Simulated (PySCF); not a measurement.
**Radial density of Ga (gallium, neutral)**

UHF, [Ar] 3d10 4s2 4p1, 2P determinant. Calculation: PySCF 2.14, in cc-pVTZ-PP with ECP10MDF (5s4p3d1f, 39 functions); scalar relativity through the core potential. This is the valence pseudo-density: the core potential removes the inner electrons and smooths the orbitals near the nucleus.

```json
{"r (bohr)": "0.00247", "4πr²ρ (e/bohr)": "2.754e-05", "4πr²(ρα − ρβ)": "0.0000"}
{"r (bohr)": "0.00415", "4πr²ρ (e/bohr)": "7.481e-05", "4πr²(ρα − ρβ)": "0.0000"}
{"r (bohr)": "0.00698", "4πr²ρ (e/bohr)": "0.0001917", "4πr²(ρα − ρβ)": "0.0000"}
{"r (bohr)": "0.0117", "4πr²ρ (e/bohr)": "0.0004494", "4πr²(ρα − ρβ)": "0.0000"}
{"r (bohr)": "0.0197", "4πr²ρ (e/bohr)": "0.0009993", "4πr²(ρα − ρβ)": "0.0000"}
{"r (bohr)": "0.0332", "4πr²ρ (e/bohr)": "0.002578", "4πr²(ρα − ρβ)": "0.0000"}
{"r (bohr)": "0.0558", "4πr²ρ (e/bohr)": "0.01620", "4πr²(ρα − ρβ)": "0.0000"}
{"r (bohr)": "0.0939", "4πr²ρ (e/bohr)": "0.1703", "4πr²(ρα − ρβ)": "-0.0003"}
{"r (bohr)": "0.158", "4πr²ρ (e/bohr)": "1.408", "4πr²(ρα − ρβ)": "-0.0020"}
{"r (bohr)": "0.266", "4πr²ρ (e/bohr)": "7.706", "4πr²(ρα − ρβ)": "-0.0040"}
{"r (bohr)": "0.447", "4πr²ρ (e/bohr)": "23.75", "4πr²(ρα − ρβ)": "0.0083"}
{"r (bohr)": "0.752", "4πr²ρ (e/bohr)": "20.50", "4πr²(ρα − ρβ)": "-0.0078"}
{"r (bohr)": "1.26", "4πr²ρ (e/bohr)": "5.011", "4πr²(ρα − ρβ)": "0.0586"}
{"r (bohr)": "2.13", "4πr²ρ (e/bohr)": "1.568", "4πr²(ρα − ρβ)": "0.2875"}
{"r (bohr)": "3.58", "4πr²ρ (e/bohr)": "0.5662", "4πr²(ρα − ρβ)": "0.2617"}
{"r (bohr)": "6.02", "4πr²ρ (e/bohr)": "0.06125", "4πr²(ρα − ρβ)": "0.0485"}
{"r (bohr)": "10.1", "4πr²ρ (e/bohr)": "0.0009213", "4πr²(ρα − ρβ)": "0.0009"}
```

Energies and moments cover only the electrons outside the core potential.

Where is the radial spin density 4πr²(ρα − ρβ) most negative, and why is it negative at all?

Around r = 0.752 bohr, down to -0.0078 e/bohr: exchange with the open shell polarises the paired shells in an unrestricted calculation.
